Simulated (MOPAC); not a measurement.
A run for MOPAC: PM3 on C3H11N (a complex), monomers drawn apart or pushed together.

```
PM3 1SCF PRECISE CHARGE=0 THREADS=1
C3H11N

N      0.29598717 1     0.12897206 1     0.48378762 1
H      0.13375224 1     0.82385738 1     1.20355977 1
H      0.96485550 1     0.52019505 1    -0.16961120 1
H     -0.57747096 1     0.00290596 1    -0.01482641 1
C      1.23179503 1     0.04387654 1     4.45102692 1
C     -0.25104151 1     0.40590777 1     4.48251546 1
C     -1.15114256 1    -0.77474275 1     4.12681040 1
H      1.86051846 1     0.90200398 1     4.69789373 1
H      1.45281164 1    -0.74785928 1     5.17127212 1
H      1.52063875 1    -0.31847819 1     3.46224406 1
H     -0.44117626 1     1.23233032 1     3.78873574 1
H     -0.51635167 1     0.78574505 1     5.47381666 1
H     -2.20664724 1    -0.49489923 1     4.14296946 1
H     -0.91298696 1    -1.15574029 1     3.13156754 1
H     -1.01399433 1    -1.59451535 1     4.83646885 1
```

Output:

```
*******************************************************************************
 **                                                                           **
 **                              MOPAC v23.2.5                                **
 **                                                                           **
 *******************************************************************************
 ** MOPAC's Digital Object Identifier: https://doi.org/10.5281/zenodo.6511958 **
 **                                                                           **
 ** Please cite the open-source release paper for use of this MOPAC version:  **
 ** J. E. Moussa and J. J. P. Stewart (2026)                                  **
 ** MOPAC: An open-source semiempirical molecular orbital program             **
 ** J. Open Source Softw., 11(119), 8025, https://doi.org/10.21105/joss.08025 **
 *******************************************************************************

                              PM3 CALCULATION RESULTS

 *******************************************************************************
 *  PM3        - The PM3 Hamiltonian to be used
 *
 *
 *
 *                 CHARGE ON SYSTEM = 0
 *
 *
 *
 *  PRECISE    - TIGHTER CRITERIA TO BE USED
 *  1SCF       - DO 1 SCF AND THEN STOP
 *  THREADS=1  - MULTI-THREADING NOT USED
 *  T=         - A TIME OF 172800.0 SECONDS REQUESTED
 *  DUMP=N     - RESTART FILE WRITTEN EVERY 7200.0 SECONDS REQUESTED
 *******************************************************************************
PM3 1SCF PRECISE CHARGE=0 THREADS=1
 C3H11N

   ATOM   CHEMICAL          X               Y               Z
  NUMBER   SYMBOL      (ANGSTROMS)     (ANGSTROMS)     (ANGSTROMS)

     1       N          0.29598717  *   0.12897206  *   0.48378762  *
     2       H          0.13375224  *   0.82385738  *   1.20355977  *
     3       H          0.96485550  *   0.52019505  *  -0.16961120  *
     4       H         -0.57747096  *   0.00290596  *  -0.01482641  *
     5       C          1.23179503  *   0.04387654  *   4.45102692  *
     6       C         -0.25104151  *   0.40590777  *   4.48251546  *
     7       C         -1.15114256  *  -0.77474275  *   4.12681040  *
     8       H          1.86051846  *   0.90200398  *   4.69789373  *
     9       H          1.45281164  *  -0.74785928  *   5.17127212  *
    10       H          1.52063875  *  -0.31847819  *   3.46224406  *
    11       H         -0.44117626  *   1.23233032  *   3.78873574  *
    12       H         -0.51635167  *   0.78574505  *   5.47381666  *
    13       H         -2.20664724  *  -0.49489923  *   4.14296946  *
    14       H         -0.91298696  *  -1.15574029  *   3.13156754  *
    15       H         -1.01399433  *  -1.59451535  *   4.83646885  *



          CARTESIAN COORDINATES

    NO.       ATOM           X           Y           Z

     1         N          0.2960      0.1290      0.4838
     2         H          0.1338      0.8239      1.2036
     3         H          0.9649      0.5202     -0.1696
     4         H         -0.5775      0.0029     -0.0148
     5         C          1.2318      0.0439      4.4510
     6         C         -0.2510      0.4059      4.4825
     7         C         -1.1511     -0.7747      4.1268
     8         H          1.8605      0.9020      4.6979
     9         H          1.4528     -0.7479      5.1713
    10         H          1.5206     -0.3185      3.4622
    11         H         -0.4412      1.2323      3.7887
    12         H         -0.5164      0.7857      5.4738
    13         H         -2.2066     -0.4949      4.1430
    14         H         -0.9130     -1.1557      3.1316
    15         H         -1.0140     -1.5945      4.8365

  H: (PM3): J. J. P. STEWART, J. COMP. CHEM. 10, 209 (1989).
  C: (PM3): J. J. P. STEWART, J. COMP. CHEM. 10, 209 (1989).
  N: (PM3): J. J. P. STEWART, J. COMP. CHEM. 10, 209 (1989).

           Empirical Formula: C3 H11 N  =    15 atoms



      MOLECULAR POINT GROUP   :   C1


      RHF CALCULATION, NO. OF DOUBLY OCCUPIED LEVELS = 14


 -------------------------------------------------------------------------------
 PM3 1SCF PRECISE CHARGE=0 THREADS=1
 C3H11N



     1SCF WAS SPECIFIED, SO BFGS WAS NOT USED
     SCF FIELD WAS ACHIEVED


                              PM3 CALCULATION
                                                       MOPAC v23.2.5 Linux




          FINAL HEAT OF FORMATION =        -26.34135 KCAL/MOL =    -110.21220 KJ/MOL


          COSMO AREA              =        132.75 SQUARE ANGSTROMS
          COSMO VOLUME            =        115.27 CUBIC ANGSTROMS

          IONIZATION POTENTIAL    =          9.766374 EV
          HOMO LUMO ENERGIES (EV) =         -9.766  3.244
          NO. OF FILLED LEVELS    =         14
          MOLECULAR WEIGHT        =         61.1266         POINT GROUP:  C1

          MOLECULAR DIMENSIONS (Angstroms)

            Atom       Atom       Distance
            H    12    H     3     5.84061
            H    13    H     8     4.31448
            H    11    H     9     2.62247


          SCF CALCULATIONS        =          1





   ATOM   CHEMICAL          X               Y               Z
  NUMBER   SYMBOL      (ANGSTROMS)     (ANGSTROMS)     (ANGSTROMS)

     1       N          0.29598717  *   0.12897206  *   0.48378762  *
     2       H          0.13375224  *   0.82385738  *   1.20355977  *
     3       H          0.96485550  *   0.52019505  *  -0.16961120  *
     4       H         -0.57747096  *   0.00290596  *  -0.01482641  *
     5       C          1.23179503  *   0.04387654  *   4.45102692  *
     6       C         -0.25104151  *   0.40590777  *   4.48251546  *
     7       C         -1.15114256  *  -0.77474275  *   4.12681040  *
     8       H          1.86051846  *   0.90200398  *   4.69789373  *
     9       H          1.45281164  *  -0.74785928  *   5.17127212  *
    10       H          1.52063875  *  -0.31847819  *   3.46224406  *
    11       H         -0.44117626  *   1.23233032  *   3.78873574  *
    12       H         -0.51635167  *   0.78574505  *   5.47381666  *
    13       H         -2.20664724  *  -0.49489923  *   4.14296946  *
    14       H         -0.91298696  *  -1.15574029  *   3.13156754  *
    15       H         -1.01399433  *  -1.59451535  *   4.83646885  *

                             CARTESIAN COORDINATES

   1    N        0.295987170     0.128972060     0.483787620
   2    H        0.133752240     0.823857380     1.203559770
   3    H        0.964855500     0.520195050    -0.169611200
   4    H       -0.577470960     0.002905960    -0.014826410
   5    C        1.231795030     0.043876540     4.451026920
   6    C       -0.251041510     0.405907770     4.482515460
   7    C       -1.151142560    -0.774742750     4.126810400
   8    H        1.860518460     0.902003980     4.697893730
   9    H        1.452811640    -0.747859280     5.171272120
  10    H        1.520638750    -0.318478190     3.462244060
  11    H       -0.441176260     1.232330320     3.788735740
  12    H       -0.516351670     0.785745050     5.473816660
  13    H       -2.206647240    -0.494899230     4.142969460
  14    H       -0.912986960    -1.155740290     3.131567540
  15    H       -1.013994330    -1.594515350     4.836468850


           Empirical Formula: C3 H11 N  =    15 atoms



      MOLECULAR POINT GROUP   :   C1


                  EIGENVALUES
 -36.46732 -28.57247 -27.09737 -21.13452 -16.01308 -15.27223 -15.02674 -14.91488
 -14.07674 -13.03428 -12.39544 -12.16645 -11.49215  -9.76637   3.24402   3.74915
   4.00077   4.18418   4.19120   4.56180   4.57546   4.67979   5.09521   5.11638
   5.17462   5.21058   5.24320


              NET ATOMIC CHARGES AND DIPOLE CONTRIBUTIONS

  ATOM NO.   TYPE          CHARGE      No. of ELECS.   s-Pop       p-Pop
    1          N          -0.002212        5.0022     1.43504     3.56718
    2          H           0.002278        0.9977     0.99772
    3          H          -0.000119        1.0001     1.00012
    4          H          -0.000197        1.0002     1.00020
    5          C          -0.112616        4.1126     1.13900     2.97361
    6          C          -0.092273        4.0923     1.15595     2.93632
    7          C          -0.112811        4.1128     1.13905     2.97376
    8          H           0.035551        0.9644     0.96445
    9          H           0.036872        0.9631     0.96313
   10          H           0.046050        0.9539     0.95395
   11          H           0.039096        0.9609     0.96090
   12          H           0.042330        0.9577     0.95767
   13          H           0.035307        0.9647     0.96469
   14          H           0.045690        0.9543     0.95431
   15          H           0.037052        0.9629     0.96295
 DIPOLE           X         Y         Z       TOTAL
 POINT-CHG.     0.036    -0.056    -0.063     0.091
 HYBRID        -0.520     1.354    -0.594     1.567
 SUM           -0.484     1.298    -0.657     1.534


          ATOMIC ORBITAL ELECTRON POPULATIONS

     Atom    s        px        py        pz
    1  N   1.43504   1.04650   1.44624   1.07443
    2  H   0.99772
    3  H   1.00012
    4  H   1.00020
    5  C   1.13900   0.95398   1.00445   1.01519
    6  C   1.15595   0.95379   0.97537   1.00716
    7  C   1.13905   0.98305   0.97800   1.01271
    8  H   0.96445
    9  H   0.96313
   10  H   0.95395
   11  H   0.96090
   12  H   0.95767
   13  H   0.96469
   14  H   0.95431
   15  H   0.96295

 **********************
 *                    *
 * JOB ENDED NORMALLY *
 *                    *
 **********************




 == MOPAC DONE ==
```

The run finished.

Cost: about 0.020 core-seconds (a rough figure).
